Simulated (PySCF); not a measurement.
TaOF3, SMILES [O]=[Ta]([F])([F])[F], multiplicity 1.

The structure is a stationary point at PBE-D3(BJ)/def2-SVP. The multiplicity is an assumed one; other spin states were not compared. The isomer is the one that the SMILES or the coordinates give; other isomers of the formula were not compared. The def2 effective core potentials stand for the cores of Ta; spin–orbit coupling is left out.

These are PBE-D3(BJ)/def2-SVP (PySCF) values and carry that method's errors.

Frequencies are harmonic and unscaled.

Modes within 1.5 cm⁻¹ of each other (mostly degenerate sets) share a row, with their intensities summed.

Problem. List the normal modes with their intensities. (An estimate is asked for; the answer gives what the named calculation found.)

Solution. 
```
mode  ν (cm⁻¹)  IR (km/mol)  moving atoms (share of kinetic energy)
----  --------  -----------  --------------------------------------
1–2        159         20.1                          F 91 %, Ta 9 %
3          184         12.0                         F 80 %, Ta 18 %
4–5        253         17.6                          O 62 %, F 32 %
6          684         38.4                                  F 97 %
7–8        689        225.1                         F 85 %, Ta 15 %
9          985        101.4                          O 91 %, Ta 8 %
```
